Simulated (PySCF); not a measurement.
Stepwise substitution at one centre (Ga F-NH2). Gas-phase values, no solvent. One relaxed conformer stands for each flexible species; it need not be the lowest. Strings in code marks are SMILES.

The four lowest singlet excitations (Tamm–Dancoff). These are PySCF with B3LYP-D3(BJ)/def2-TZVP // PBE0-D4/def2-TZVP values and carry that method's errors. B3LYP has the VWN-RPA correlation part, as in Gaussian. Excitations are Tamm–Dancoff values on a coarser integration grid. The basis has no diffuse functions, so Rydberg states are missing or too high.

| state | energy (eV) | wavelength (nm) | oscillator strength |
|---|---|---|---|
| S1 | 5.31 | 233 | 0.011 |
| S2 | 6.08 | 204 | 0.088 |
| S3 | 6.95 | 178 | 0.087 |
| S4 | 7.14 | 174 | 0.029 |

Problem. Name which member gives these states.
A) `[NH2][Ga]([NH2])[NH2]`
B) `[NH2][Ga]([F])[F]`
C) `[NH2][Ga]([NH2])[F]`
D) `[F][Ga]([F])[F]`

Solution. C, `[NH2][Ga]([NH2])[F]`
